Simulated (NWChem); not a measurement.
# Polarisability of H₂Ge

```
Ge
H 1 1.6055
H 1 1.6055 2 90.73
```
Charge 0, spin multiplicity 1.

All runs are NWChem calculations. Structure: optimised with B3LYP/def2-SVP, a minimum by its harmonic frequencies.

Basis set: def2-SVPD. Static limit.

The Hamiltonian is non-relativistic. The correlated methods keep 9 core orbitals frozen. B3LYP has NWChem's definition, with VWN1-RPA local correlation. The structure started from a generated list of species. Coupled-cluster values serve here as a point of comparison, not as the truth.

```csv
method,isotropic polarisability (bohr³)
BHandHLYP,37.06
B3LYP,37.47
HF,___
PBE,___
CCSD linear response,37.33
```

Question: What belongs in the gaps?

Answer: 
- HF, isotropic polarisability (bohr³): 37.50
- PBE, isotropic polarisability (bohr³): 38.03
